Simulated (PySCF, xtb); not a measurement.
ZrH4, SMILES [ZrH4], multiplicity 1.

GFN2-xTB (xtb 6.7.1) at its own geometry gives an orbital gap of 3.35 eV and a dipole moment of 0.00 D.

Geometry: r2SCAN-D4/def2-TZVPD. The spin state was assumed, not searched. The def2 effective core potentials stand for the cores of Zr; spin–orbit coupling is left out.

Q: What does PySCF with B3LYP/def2-TZVPD give? (An estimate is asked for; the answer gives what the named calculation found.)

A: gap 5.61 eV (levels -8.34 and -2.74 eV), dipole 0.00 D.
